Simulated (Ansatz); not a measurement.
Basis-set extrapolation for CH4F2Si, SMILES `FC[SiH2]F` (PBE0-D4/def2-TZVP geometry, frozen core, Ansatz). Multiplicity 1, RHF reference.

|  | def2-TZVPP | def2-QZVPP |
| --- | --- | --- |
| HF | -528.177195 | -528.197769 |
| MP2 correlation | -0.792203 | -0.862080 |
| CCSD(T) correlation | -0.845627 | not run |

Energies in hartree. Use E(X) = E(∞) + A·exp(−7.88·√X) for Hartree–Fock and E(X) = E(∞) + B·X^(−2.97) for correlation, with X = 3 and 4, and add CCSD(T) minus MP2 of the smaller set to the MP2 limit.

What is the CCSD(T) energy at the basis-set limit?

HF limit: -528.197769 + (-0.020574) × 0.13774 = -528.20060. MP2 limit: -0.862080 + (-0.069877) × 0.74074 = -0.91384. Higher-order term: -0.845627 − (-0.792203) = -0.05342. Total: -529.16786 hartree, 3.95 eV below CCSD(T)/def2-TZVPP.
